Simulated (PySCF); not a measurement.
# UHF on Ar²⁺ (argon, charge +2)

Configuration: [Ne] 3s2 3p3 4s1, high-spin 5S determinant (an excited configuration). All numbers are calculated (PySCF 2.14, the non-relativistic Hamiltonian (point nucleus), in dyall-acv3z).

```json
{"Total energy": "-524.544598 hartree", "One-electron energy": "-704.4352 hartree", "Hartree (Coulomb) energy": "209.1110 hartree", "Exchange energy": "-29.2204 hartree", "Kinetic energy": "524.54134 hartree", "⟨S²⟩": "6.0004", "⟨L²⟩": "0.000", "Sum of ⟨r⟩": "13.53 bohr", "Sum of ⟨r²⟩": "25.62 bohr²", "Density at the nucleus (Gaussians lack the cusp)": "3840 bohr⁻³", "Spin density at the nucleus": "3.19 bohr⁻³", "Langevin diamagnetic susceptibility": "-20.3 ×10⁻⁶ cm³/mol"}
```

```csv
shell,electrons,mean orbital energy (eV),"rms radius, mean of both spins (bohr)"
1s α,1,-3268.4,0.0998
1s β,1,-3266.8,0.0998
2s α,1,-374.86,0.447
2s β,1,-373.30,0.447
2p α,3,-300.33,0.417
2p β,3,-297.72,0.417
3s α,1,-71.560,1.40
3s β,1,-58.724,1.40
3p α,3,-50.717,1.52
4s α,1,-18.513,3.65
```

The outer electron is Rydberg-like, and this basis confines it to a smaller radius and binds it less than a complete one would.

Spin-orbit constants ζ (cm⁻¹) from the X2C one-electron operator on these orbitals (non-relativistic here): bare nucleus, nucleus screened by l(l+1)(2l+1)/3 electrons, and screened by the Breit-Pauli mean field of the electrons.

```json
{"shell": "2p", "bare": "12970", "screened nucleus": "11530", "mean field": "10870"}
{"shell": "3p", "bare": "1305", "screened nucleus": "1160", "mean field": "1083"}
```
